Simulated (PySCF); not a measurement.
C4H10Si.
SMILES with atom numbers: `[CH3:1][SiH:2]1[CH2:3][CH2:4][CH2:5]1` (hydrogens: H6, H7, H8 on C1; H9 on Si2; H10, H11 on C3; H12, H13 on C4; H14, H15 on C5)

The closed-shell ground state was solved at several levels (PySCF, density fitting, gas phase, non-relativistic). Isolated species at its PBE0-D3(BJ)/def2-SVP geometry (one conformer only).

```json
{"level": "PBE0/STO-3G", "basis functions": "39", "total energy (Eh)": "-442.4317", "HOMO (eV)": "-5.89", "LUMO (eV)": "7.20", "gap (eV)": "13.09", "dipole (D)": "0.72"}
{"level": "PBE0/pcSseg-1", "basis functions": "142", "total energy (Eh)": "-447.5802", "HOMO (eV)": "-7.63", "LUMO (eV)": "1.24", "gap (eV)": "8.87", "dipole (D)": "0.66"}
{"level": "wB97X-D/pcSseg-1", "basis functions": "142", "total energy (Eh)": "-447.8464", "HOMO (eV)": "-9.49", "LUMO (eV)": "3.00", "gap (eV)": "12.49", "dipole (D)": "0.66"}
{"level": "BHandHLYP/pcSseg-1", "basis functions": "142", "total energy (Eh)": "-447.7876", "HOMO (eV)": "-8.79", "LUMO (eV)": "2.11", "gap (eV)": "10.90", "dipole (D)": "0.66"}
{"level": "B97-2/pcSseg-1", "basis functions": "142", "total energy (Eh)": "-447.8569", "HOMO (eV)": "-7.39", "LUMO (eV)": "1.25", "gap (eV)": "8.64", "dipole (D)": "0.66"}
```

(1) What might CAM-B3LYP/pcSseg-1 (142 basis functions) give for the same quantities?

(2) Over all these levels, which gives the widest orbital gap and which the narrowest?

(3) In the pcSseg-1 basis, how does the gap go with the fixed share of exact exchange?

(4) How far do the dipole and the HOMO energy spread over the levels?

Answers

(1) Total energy -447.8065 Eh, HOMO -8.98 eV, LUMO 2.25 eV, gap 11.23 eV, dipole 0.66 D.

(2) PBE0/STO-3G (global hybrid, 25 % exact exchange) has the widest, 13.09 eV, and B97-2/pcSseg-1 (global hybrid, 21 % exact exchange) the narrowest, 8.64 eV. Functional and basis both differ between the two, so the spread mixes both effects.

(3) B97-2 (21 %) 8.64 eV; PBE0 (25 %) 8.87 eV; BHandHLYP (50 %) 10.90 eV. Each rise in the share widens the gap here.

(4) The dipole runs from 0.66 to 0.72 D (mean 0.67 D) and the HOMO from -9.49 to -5.89 eV.

wB97X-D is run here without its empirical dispersion term; that term would change no orbital, density or response property at a fixed geometry.
